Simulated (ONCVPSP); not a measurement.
**silicon (Si): variants of one ONCV potential**

Base potential:

silicon, optimised norm-conserving Vanderbilt (ONCV), made with ONCVPSP 4.0.1 (PBEsol, scalar-relativistic). Core [Ne], reference 3s2 3p1 (charge +1). Waves: 3s: rc 1.55 bohr, ncon 4, nbas 8, qcut 3.9 1/bohr, 2 projectors, debl 2 Ha; 3p: rc 1.60 bohr, ncon 4, nbas 9, qcut 4.4 1/bohr, 2 projectors, debl 1.4 Ha. Local part: polynomial inside 1.05 bohr (lpopt 5, dvloc0 0 Ha). Core correction: polynomial model core, fcfact 0.25.

All-electron outer shells of the reference configuration (PBEsol, scalar-relativistic, ld1.x):

```
shell  level (eV)  outermost node (bohr)  outermost maximum (bohr)
   2s     -148.62                   0.15                      0.45
   2p     -104.93                      –                      0.39
   3s      -18.99                   0.72                      1.75
   3p      -11.63                   0.71                      2.04
```

Cutoffs, loose and tight: the cutoffs (Ha) at which the residual kinetic energy of the hardest occupied pseudo-wave falls to 1 and 0.1 mHa per electron. They do not see the model core or the augmentation charge, which bear on the density cutoff. Test errors are all-electron minus pseudo excitation energies from the reference, over the configurations 3s2 3p2; 3s2 3p0; 3s1 3p0; 3s1 3p2. A dash means not determined; rows that change the core or the reference have their own tests.

For the base: The cutoffs count occupied waves only; projector 2 of the p channel, the hardest unoccupied one, needs 82 Ha at the loose tolerance.

```csv
change,outcome,"cutoff, loose","cutoff, tight",bound ghosts,GHOST(+) flags above zero,largest test error (meV)
base,generated,7.8 Ha,23 Ha,none,s,+29
p: qcut 3.9,generated,7.8 Ha,23 Ha,none,s,+29
p: qcut 6.2,generated,7.8 Ha,23 Ha,none,s,+28
```

(1) What comes out with this change to the base: s: qcut 3.5; p: qcut 3.9?

## Answers

(1) outcome: generated; cutoff, loose: 13 Ha; cutoff, tight: 51 Ha; bound ghosts: none; GHOST(+) flags above zero: s; largest test error (meV): +27.
